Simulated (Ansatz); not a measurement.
`C[NH][In]([CH3])[F]`. The species carries charge 0 and has multiplicity 1. In takes the def2 core potential.

Cartesian coordinates in Å:
```
C 0.2923 1.5612 1.4875
N -0.3277 1.3857 0.1970
In -0.4268 -0.2361 -0.9532
C 0.2315 -2.2520 -0.9000
F -1.4382 0.3211 -2.5486
H -0.4283 1.8455 2.2658
H 0.7603 0.6297 1.8170
H 1.0818 2.3241 1.4745
H -0.7746 2.2169 -0.1562
H -0.1239 -2.7536 -1.7987
H -0.1664 -2.7536 -0.0182
H 1.3202 -2.2888 -0.8667
```

(1) List the harmonic frequencies (cm⁻¹, unscaled) at PBE0-D4/def2-TZVP in Ansatz. (Estimate.)

## Answers

(1) Computed: 13i, 41, 73, 112, 120, 132, 257, 425, 518, 561, 580, 732, 750, 1089, 1132, 1149, 1202, 1384, 1451, 1453, 1458, 1479, 1513, 2993, 3033, 3075, 3092, 3169, 3181, 3623.
